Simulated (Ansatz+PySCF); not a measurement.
The numbers below are computed, except where a source is named.
Several solutions for singlet TiO₂

```yaml
atoms:
  - { symbol: Ti, position_ang: [0.0000, 0.0000, -0.4199] }
  - { symbol: O, position_ang: [0.0000, 1.4317, 0.5774] }
  - { symbol: O, position_ang: [0.0000, -1.4317, 0.5774] }
```

Basis set: def2-SVP (spherical functions). Charge 0, multiplicity 1.

UHF was run from several starts with Ansatz (development build ahead of 0.2.0) and PySCF 2.14.0.

```csv
run,program,start,converged,energy (hartree),<S²>
A,Ansatz,"atomic start, no search",yes,-997.81884,0.00
B,Ansatz,search for the lowest state,yes,-997.87283,1.55
C,PySCF,program defaults,yes,-997.81884,0.00
D,Ansatz,stability test followed,yes,-997.87283,1.55
E,PySCF,"guess atom, instabilities followed",yes,-997.87283,1.55
F,PySCF,"guess minao, instabilities followed",yes,-997.87283,1.55
G,PySCF,"guess huckel, instabilities followed",yes,-997.87283,1.55
H,PySCF,"guess 1e, instabilities followed",yes,-997.87283,1.55
```

Question: Which runs reached the lowest solution of this kind, and what is wrong with the others?

Answer: B, D, E, F, G, H reached the lowest solution found. Converged but too high: A by 1.47 eV, C by 1.47 eV. Convergence only shows a stationary point, and even a stable one can lie too high; stability tests and further starts are what find lower ones. Caution: another spin multiplicity may lie lower. Caution: the unrestricted determinant is a mixture of spin states.
